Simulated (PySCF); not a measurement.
A structure optimised at PBE-D3(BJ)/def2-SVP, used in a PySCF frequency run:

```
B
O 1 1.3626
H 2 0.9777 1 113.21
Si 1 2.0415 2 117.42 3 -179.69
H 4 1.5075 1 114.04 2 -2.62
H 4 1.5101 5 108.37 1 122.75
H 4 1.5105 5 108.28 6 115.02
Si 1 2.0476 2 122.26 3 0.23
H 8 1.5082 1 111.13 2 -121.98
H 8 1.5085 9 107.21 1 121.31
H 8 1.5147 9 107.84 10 115.80
```
Charge 0, spin multiplicity 1.

Task: Write its SMILES and formula.

Result: OB([SiH3])[SiH3], BH₇OSi₂

Task: What are its rotational constants (standard atomic weights)?

Result: 5.4595, 2.3482, 1.7076 GHz
